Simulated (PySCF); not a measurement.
Ga(Me)(SH)2, CH₅GaS₂, SMILES [CH3][Ga]([SH])[SH], B3LYP/def2-SVP optimised geometry.

```
9

Ga     0.00     0.01     0.00
C      1.97     0.01     0.00
H      2.34    -0.54    -0.88
H      2.34    -0.51     0.90
H      2.37     1.03    -0.02
S     -1.11    -1.93     0.00
H     -2.35    -1.39     0.01
S     -1.13     1.93     0.00
H     -2.37     1.38     0.00
```

Density from B3LYP/def2-TZVP (PySCF 2.14.0) at that geometry.

Minimum of the electron density along straight lines between bonded atoms, close to the bond critical point (lines longer than 1.1 times the sum of covalent radii, or with two minima, are not listed):

```csv
bond,length / Å,ρ at the minimum / e bohr⁻³,∇²ρ there / e bohr⁻⁵,position (fraction from the first atom)
Ga1–C2,1.972,0.114,0.17,0.48
C2–H3,1.101,0.268,-0.88,0.64
C2–H4,1.101,0.268,-0.88,0.64
C2–H5,1.100,0.270,-0.89,0.64
Ga1–S6,2.233,0.091,0.15,0.44
S6–H7,1.353,0.210,-0.58,0.64
Ga1–S8,2.231,0.091,0.14,0.44
S8–H9,1.353,0.210,-0.58,0.64
```
